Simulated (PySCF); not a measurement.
TlCl, SMILES [Cl][Tl].

Coordinates come from a PBE-D3(BJ)/def2-TZVP optimisation. The def2 effective core potentials stand for the cores of Tl; spin–orbit coupling is left out.

Computed with PBE-D3(BJ)/def2-TZVP (PySCF 2.14.0).

Frequencies are harmonic and unscaled.

Computed normal modes with their intensities:
```csv
mode,ν (cm⁻¹),IR (km/mol),moving atoms (share of kinetic energy)
1,271,60.2,"Cl 85 %, Tl 15 %"
```
